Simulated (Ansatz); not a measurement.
Cl₂Pb (SMILES [Cl][Pb][Cl]), singlet, geometry from GFN2-xTB (such geometries of metal compounds can be far from the true shape) (core potentials on Pb); PBE0/def2-TZVP (Ansatz, a program for electronic structure).

Ansatz was given this input:
Ansatz 0.2 input:
```yaml
crystal:
  periodic: [false, false, false]
  atoms:
    - {symbol: Pb, position_ang: [0.00765115, -0.01117216, 0.46344358]}
    - {symbol: Cl, position_ang: [1.26191218, 1.44651416, -1.10463352]}
    - {symbol: Cl, position_ang: [-1.29881774, -1.39262489, -1.13080023]}
basis:
  gaussian:
    orbitals: def2-TZVP
hamiltonian:
  xc: pbe0
accuracy: high
```

Q: Predict the main parts of the log of this Ansatz run.

A: 
```
Functional definition: PBE0
1973 factors; integrals over basis functions are off by at most 3.5e-9 eV
mean field evaluation 1: about -30287.3317 eV, gradient 2.6e1 eV
mean field evaluation 2: about -30282.8936 eV, gradient 4.9e1 eV
mean field evaluation 4: about -30289.3707 eV, gradient 1.3e0 eV
mean field evaluation 8: about -30289.4319 eV, gradient 7.5e-2 eV
mean field evaluation 16: about -30289.4320 eV, gradient 1.4e-5 eV
mean field -30289.43196472 eV, -1113.1160937891 hartree, gradient 3.7e-8 eV, S^2 0.000000; 0 other end points of the search recorded, 0 dependent functions left out
reference -30289.43196714 eV, -1113.1160938781 hartree; 28, 28 occupied and 96, 96 virtual orbitals, 1973 factors
Total energy: -30289.43196714 eV, -1113.1160938781 hartree
```
